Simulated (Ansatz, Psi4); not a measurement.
Input for Ansatz (a first-principles code):
Ansatz 0.2 input:
```yaml
crystal:
  periodic: [false, false, false]
  atoms:
    - {symbol: Si, position_ang: [0.00000000, -0.00000000, 0.00000000]}
    - {symbol: F, position_ang: [0.88552320, 0.90402113, 0.92229500]}
    - {symbol: F, position_ang: [-0.91389002, -0.91243756, 0.88560507]}
    - {symbol: F, position_ang: [-0.89400971, 0.90408216, -0.91401078]}
    - {symbol: F, position_ang: [0.92237653, -0.89566573, -0.89388928]}
basis:
  gaussian:
    orbitals: STO-3G
magnetization: {spin_polarized: false}
correlation: {method: mp2, electrons: outside_noble_gas}
accuracy: high
```

Problem. Convert this to an input for Psi4.

Solution. One answer among several that fit: 
```
memory 2 GB

molecule {
0 1
Si    0.00000000   -0.00000000    0.00000000
F     0.88552320    0.90402113    0.92229500
F    -0.91389002   -0.91243756    0.88560507
F    -0.89400971    0.90408216   -0.91401078
F     0.92237653   -0.89566573   -0.89388928
}

set {
  basis sto-3g
  freeze_core true
  mp2_type conv
  scf_type pk
  puream true
  d_convergence 1e-8
}

energy('mp2')
print_variables()
```

Both were run: Ansatz gave -677.931931 Eh and Psi4 -677.931931 Eh, 0.000 mEh apart.
